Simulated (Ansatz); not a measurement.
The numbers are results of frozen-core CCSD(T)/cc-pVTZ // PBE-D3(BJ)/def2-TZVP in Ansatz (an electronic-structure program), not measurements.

Ansatz 0.2 input:
```yaml
crystal:
  periodic: [false, false, false]
  atoms:
    - { symbol: N, position_ang: [2.342135, 0.412958, -0.194989] }
    - { symbol: C, position_ang: [1.368695, -0.233184, -0.088163] }
    - { symbol: N, position_ang: [0.288639, -1.007396, 0.033424] }
    - { symbol: C, position_ang: [-0.860644, -0.420307, 0.086192] }
    - { symbol: O, position_ang: [-1.11019, 0.888394, 0.033432] }
    - { symbol: H, position_ang: [-1.771036, -1.015036, 0.185648] }
    - { symbol: H, position_ang: [-0.257598, 1.37457, -0.055545] }
basis:
  gaussian: { orbitals: cc-pVTZ }
correlation:
  method: ccsd_t
```

Output:

```
Functional definition: HF
1063 factors; integrals over basis functions are off by at most 1.2e-3 eV
mean field evaluation 1: about -7090.0999 eV, gradient 4.3e1 eV
mean field evaluation 2: about -7090.4317 eV, gradient 4.3e1 eV
mean field evaluation 4: about -7094.5582 eV, gradient 5.8e0 eV
mean field evaluation 8: about -7094.6810 eV, gradient 5.8e-1 eV
mean field evaluation 16: about -7094.6831 eV, gradient 2.6e-6 eV
mean field -7094.68309909 eV, -260.7247949428 hartree, gradient 2.6e-6 eV, S^2 0.000000; 0 other end points of the search recorded, 0 dependent functions left out
5 core orbitals not correlated
reference -7094.68309909 eV, -260.7247949428 hartree; 13, 13 occupied and 160, 160 virtual orbitals, 1063 factors
second order -25.31894338 eV of doubles, -0.00000000 eV of singles
cycle   1  -24.45113393 eV  change    8.7e-1 eV  update   1.3e-1
cycle   2  -25.21444979 eV  change   -7.6e-1 eV  update   4.3e-2
cycle   3  -25.38978806 eV  change   -1.8e-1 eV  update   2.1e-2
cycle   4  -25.37209398 eV  change    1.8e-2 eV  update   6.2e-3
cycle   5  -25.36998170 eV  change    2.1e-3 eV  update   3.2e-3
cycle   6  -25.37263152 eV  change   -2.6e-3 eV  update   9.9e-4
cycle   7  -25.37223615 eV  change    4.0e-4 eV  update   5.1e-4
cycle   8  -25.37183489 eV  change    4.0e-4 eV  update   1.8e-4
cycle   9  -25.37189960 eV  change   -6.5e-5 eV  update   9.0e-5
cycle  10  -25.37190691 eV  change   -7.3e-6 eV  update   2.6e-5
perturbative correction -1.29653550 eV, -0.0476468007 hartree
Total energy: -7121.35154150 eV, -261.7048421247 hartree
```

Cost: very roughly 90 core-seconds.
